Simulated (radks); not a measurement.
Values are calculated unless marked as measured or tabulated.
Question: These are the eigenvalues of the occupied orbitals of an atom or ion with whole-number occupations (eV). Level of theory: Dirac Kohn-Sham, relativistic LDA (MacDonald-Vosko exchange, VWN5 correlation), spin-unpolarised, spherical densities, finite nucleus; Fermi nuclear charge, rms radius of each element as measured or else 0.836 A^(1/3) + 0.57 fm (a radial shooting solver on a logarithmic mesh with Libxc functionals).

| orbital | eigenvalue |
|---|---|
| 1s1/2 | -38522.65 |
| 2s1/2 | -7339.687 |
| 2p1/2 | -7018.761 |
| 2p3/2 | -6637.162 |
| 3s1/2 | -2537.584 |
| 3p1/2 | -2409.128 |
| 3p3/2 | -2324.451 |
| 3d3/2 | -2113.306 |
| 3d5/2 | -2094.038 |

Which element is it, and in what charge state? The configuration may be excited. Open shells, if any, fill j = l - 1/2 first.

Answer: Z = 56, barium, charge +33: Ba33+ in [Ar] 3d5. The list shows which subshells hold electrons but not how many an open one holds; the 1s level, -1415.7 hartree, gives Z - s = 53.2 by -(Z - s)^2/2, which with screening and relativity narrows Z to a few neighbours, and the depths of the outer levels then fix element, charge and occupations together.
